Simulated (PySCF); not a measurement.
C₄H₁₀Zn, triplet, geometry from GFN2-xTB (such geometries of metal compounds can be far from the true shape) (a higher spin typed on purpose: for a closed-shell molecule this is an excited state); DF-PBE0/def2-SV(P) (PySCF).

Input for PySCF:
```python
from pyscf import gto, scf, dft

mol = gto.M(
    atom='''
Zn   -0.37528979    0.18243967    0.99339466
C     1.69930461   -0.68589563   -0.02525953
C     1.52989648   -2.16325062   -0.19280947
H     2.43563050   -0.40861454    0.72142499
H     1.83102170   -0.14668714   -0.95367365
H     0.73111761   -2.39310900   -0.89637408
H     1.31002125   -2.64887367    0.75799703
H     2.44888771   -2.61766265   -0.58457780
C    -1.18070437    0.43394040   -1.32714972
C    -0.78886695    1.80282015   -1.78750946
H    -2.24946250    0.30148551   -1.19762412
H    -0.73181495   -0.36987472   -1.89486316
H     0.29386078    1.91129168   -1.83095053
H    -1.19244613    2.57397888   -1.13126329
H    -1.17590079    1.99918975   -2.79556629
''',
    basis='def2-sv(p)',
    spin=2,
    verbose=3,
)

mf = dft.UKS(mol)
mf.xc = 'pbe0'
mf = mf.density_fit(auxbasis='def2-universal-jkfit')
mf.kernel()
mf.analyze()
```

What the program printed (banner, timings and long lists left out):

```
converged SCF energy = -1936.87273276977  <S^2> = 2.0198891  2S+1 = 3.0132302
**** MO energy ****
                             alpha | beta                alpha | beta
MO #1   energy= -347.561017133123  | -347.560309153579  occ= 1 | 1
MO #2   energy= -42.3103649771041  | -42.3095887326517  occ= 1 | 1
MO #3   energy= -37.2648008729375  | -37.2646061848988  occ= 1 | 1
MO #4   energy= -37.2645899393738  | -37.2637392931436  occ= 1 | 1
MO #5   energy= -37.2641926891401  | -37.2631312789462  occ= 1 | 1
MO #6   energy= -10.2360100457345  | -10.2237130615937  occ= 1 | 1
MO #7   energy= -10.2359352049053  | -10.2236476139793  occ= 1 | 1
MO #8   energy= -10.2193307846738  | -10.2198605779056  occ= 1 | 1
MO #9   energy= -10.2192785327747  | -10.2198091810599  occ= 1 | 1
MO #10  energy= -4.83804572477132  | -4.83583795789325  occ= 1 | 1
MO #11  energy= -3.21550436254726  | -3.21386956512888  occ= 1 | 1
MO #12  energy= -3.21434451431768  | -3.21222318834331  occ= 1 | 1
MO #13  energy= -3.2127112053617   | -3.21037158814634  occ= 1 | 1
MO #14  energy= -0.776328791217797 | -0.762801446026284 occ= 1 | 1
MO #15  energy= -0.772323352051055 | -0.75937439389475  occ= 1 | 1
MO #16  energy= -0.621231020517143 | -0.604118589768304 occ= 1 | 1
MO #17  energy= -0.61954570493208  | -0.602045843679393 occ= 1 | 1
MO #18  energy= -0.475681315599157 | -0.471047573580177 occ= 1 | 1
MO #19  energy= -0.471206042684158 | -0.465660182580796 occ= 1 | 1
MO #20  energy= -0.46912295330518  | -0.464819539146956 occ= 1 | 1
MO #21  energy= -0.467865784202046 | -0.464598537258141 occ= 1 | 1
MO #22  energy= -0.466323832867738 | -0.462177413808704 occ= 1 | 1
MO #23  energy= -0.459577051032049 | -0.456307671149177 occ= 1 | 1
MO #24  energy= -0.457585670494274 | -0.452308768841224 occ= 1 | 1
MO #25  energy= -0.436378951824027 | -0.422087616739925 occ= 1 | 1
MO #26  energy= -0.429981099338677 | -0.418336954230682 occ= 1 | 1
MO #27  energy= -0.394377540722833 | -0.387402554292379 occ= 1 | 1
MO #28  energy= -0.391564144919179 | -0.3850090524741   occ= 1 | 1
MO #29  energy= -0.366361574797612 | -0.361989638516168 occ= 1 | 1
MO #30  energy= -0.363810273697539 | -0.359836944880824 occ= 1 | 1
MO #31  energy= -0.295261978112021 | -0.240005087219962 occ= 1 | 1
MO #32  energy= -0.229285727438082 | -0.0868122761042058 occ= 1 | 0
MO #33  energy= -0.166700031286466 | -0.0498980332505692 occ= 1 | 0
MO #34  energy= 0.0393709205665673 | 0.0522190416007908 occ= 0 | 0
MO #35  energy= 0.0659404365666343 | 0.0715856284635095 occ= 0 | 0
MO #36  energy= 0.0854248260968018 | 0.101163860319432  occ= 0 | 0
MO #37  energy= 0.102448126516655  | 0.115762840160176  occ= 0 | 0
MO #38  energy= 0.114293844183514  | 0.121118357244076  occ= 0 | 0
MO #39  energy= 0.124807368955665  | 0.133332448375834  occ= 0 | 0
MO #40  energy= 0.131788849132059  | 0.141255214646462  occ= 0 | 0
MO #41  energy= 0.138931235224549  | 0.148845736447428  occ= 0 | 0

To work with the spin densities directly, `use mulliken_meta_spin()` only printing them here.

 ** Mulliken spin pop alpha/beta on meta-lowdin orthogonal AOs **
 ** Mulliken Spin Density (per atom)  **
spin density of  0 Zn =      0.46806
spin density of  1 C =      0.76816
spin density of  2 C =     -0.02626
spin density of  3 H =     -0.01370
spin density of  4 H =     -0.01603
spin density of  5 H =      0.00736
spin density of  6 H =      0.00723
spin density of  7 H =      0.03903
spin density of  8 C =      0.76849
spin density of  9 C =     -0.02627
spin density of  10 H =     -0.01373
spin density of  11 H =     -0.01604
spin density of  12 H =      0.00740
spin density of  13 H =      0.00722
spin density of  14 H =      0.03909
 ** Mulliken pop alpha/beta on meta-lowdin orthogonal AOs **
 ** Mulliken atomic charges   ( Nelec_alpha | Nelec_beta ) **
charge of  0Zn =      0.34481  (    15.06162     14.59356 )
charge of  1C =     -0.37167  (     3.56992      2.80175 )
charge of  2C =     -0.27598  (     3.12486      3.15112 )
charge of  3H =      0.09346  (     0.44642      0.46012 )
charge of  4H =      0.09235  (     0.44581      0.46184 )
charge of  5H =      0.09549  (     0.45594      0.44857 )
charge of  6H =      0.09595  (     0.45564      0.44841 )
charge of  7H =      0.09787  (     0.47058      0.43155 )
charge of  8C =     -0.37149  (     3.56999      2.80150 )
charge of  9C =     -0.27605  (     3.12489      3.15116 )
charge of  10H =      0.09347  (     0.44640      0.46013 )
charge of  11H =      0.09238  (     0.44579      0.46183 )
charge of  12H =      0.09553  (     0.45593      0.44853 )
charge of  13H =      0.09596  (     0.45563      0.44841 )
charge of  14H =      0.09792  (     0.47058      0.43149 )
Dipole moment(X, Y, Z, Debye):  0.37677, -0.18239, -0.99886
```
